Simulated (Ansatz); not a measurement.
`O[SiH](Cl)[GeH2][Cl]`. Total charge 0; spin multiplicity 1.

```xyz
9

O     1.6067    1.0560   -0.5000
Si    0.5531   -0.0894   -0.9872
Cl   -0.7257    0.5945   -2.4433
Ge   -0.7965   -0.6558    0.9017
Cl   -0.7957    1.2527    1.9616
H     1.2749    1.6977    0.1363
H     1.3436   -1.1927   -1.5691
H    -2.2672   -0.9877    0.6193
H    -0.1932   -1.6752    1.8808
```

(1) What are the harmonic wavenumbers in cm⁻¹ at PBE0-D4/def2-TZVP (Ansatz, finite differences of forces, unscaled)? (An estimate is asked.)

(2) Is this a minimum?

(3) Give the ideal-gas thermochemistry at 298.15 K and 1 bar (rigid rotor, harmonic oscillator; point group C1, symmetry number 1).

(4) And at 400, 500, 600, 800 and 1000 K?

(5) Rotational constants (cm⁻¹)?

Answers

(1) Ansatz gave: 29, 88, 111, 202, 271, 345, 382, 403, 429, 549, 623, 718, 749, 806, 856, 898, 948, 2152, 2171, 2269, 3853.

(2) Yes, all 21 modes are real.

(3) Zero-point energy 112.8 kJ/mol; H(298) − E = 136.9 kJ/mol; entropy 393.4 J/(mol·K), of which translation 174.4, rotation 123.8, vibration 95.2; G(298) − E = 19.6 kJ/mol. Modes under 100 cm⁻¹ are hindered rotations or soft bends, so the harmonic entropy is rough.

(4) 
| T (K) | H − E (kJ/mol) | S (J/mol/K) | G − E (kJ/mol) |
| --- | --- | --- | --- |
| 400 | 150.3 | 431.8 | -22.4 |
| 500 | 164.8 | 464.2 | -67.3 |
| 600 | 180.3 | 492.4 | -115.1 |
| 800 | 213.5 | 540.0 | -218.5 |
| 1000 | 248.6 | 579.2 | -330.6 |

(5) 0.07517, 0.03074, 0.02825.
